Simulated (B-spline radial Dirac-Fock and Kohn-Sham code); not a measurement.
**Scattering functions of Sn⁴³⁺**

System: tin as Sn⁴³⁺ in the configuration [He] 2s2 2p3.

Model: Dirac-Fock orbitals of the configuration average with a finite nucleus. Program: a radial finite-basis atomic code. f₀ is the Fourier transform of the spherical electron density, S the Waller-Hartree incoherent function, and s = sin θ/λ. The electron scattering factor follows from the Mott-Bethe formula f_e = 0.023934 Å⁻¹·(Z − f₀)/s².

| s (Å⁻¹) | f₀ | S | f_e (Å) |
| --- | --- | --- | --- |
| 0 | 7.000 | 0.000 | – |
| 0.06 | 6.998 | 0.003 | 285.892 |
| 0.07 | 6.997 | 0.004 | 210.046 |
| 0.09 | 6.995 | 0.006 | 127.070 |
| 0.11 | 6.993 | 0.009 | 85.068 |
| 0.13 | 6.991 | 0.013 | 60.910 |
| 0.16 | 6.986 | 0.019 | 40.215 |
| 0.19 | 6.980 | 0.027 | 28.522 |
| 0.23 | 6.971 | 0.040 | 19.468 |
| 0.28 | 6.957 | 0.059 | 13.140 |
| 0.34 | 6.936 | 0.087 | 8.916 |
| 0.42 | 6.903 | 0.131 | 5.847 |
| 0.51 | 6.857 | 0.192 | 3.970 |
| 0.61 | 6.797 | 0.273 | 2.779 |
| 0.75 | 6.697 | 0.406 | 1.843 |
| 0.9 | 6.570 | 0.573 | 1.283 |
| 1.1 | 6.371 | 0.830 | 0.863 |
| 1.33 | 6.108 | 1.161 | 0.594 |
| 1.62 | 5.737 | 1.616 | 0.404 |
| 1.96 | 5.264 | 2.167 | 0.279 |
| 2.38 | 4.663 | 2.827 | 0.192 |
| 2.89 | 3.961 | 3.538 | 0.132 |
| 3.5 | 3.225 | 4.213 | 0.091 |

f₀ starts at the number of electrons, 7, and has fallen to half at s ≈ 3.27 Å⁻¹. The sum of ⟨r²⟩ over the electrons is 0.07550 bohr². For an ion f_e diverges as s goes to zero, because of the net charge.

Values without a named source are computed, but for edge energies of neutral atoms, which are taken from tables.
